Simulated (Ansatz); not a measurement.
`C=C1O[Si]1(C)N`, charge 0, multiplicity 1.

(1) Give a relaxed structure at PBE0-D4/def2-TZVP (the Gaussian-basis code of Ansatz). (Estimate.)

Results:

(1) Computed: 
Z-matrix (Å, degrees):
```
Si
C 1 1.846
C 1 1.776 2 124.8
N 1 1.686 2 110.5 3 162.6
O 1 1.681 2 116.8 3 -56.3
H 2 1.092 1 111.3 3 -101.7
H 2 1.093 1 110.7 3 138.0
H 2 1.091 1 109.6 3 18.6
C 3 1.320 1 169.5 2 89.3
H 4 1.006 1 123.1 2 -177.8
H 4 1.005 1 123.0 2 11.9
H 9 1.082 3 119.9 1 -6.5
H 9 1.085 3 121.3 1 173.5
```
This is one stationary point; other conformers may exist.
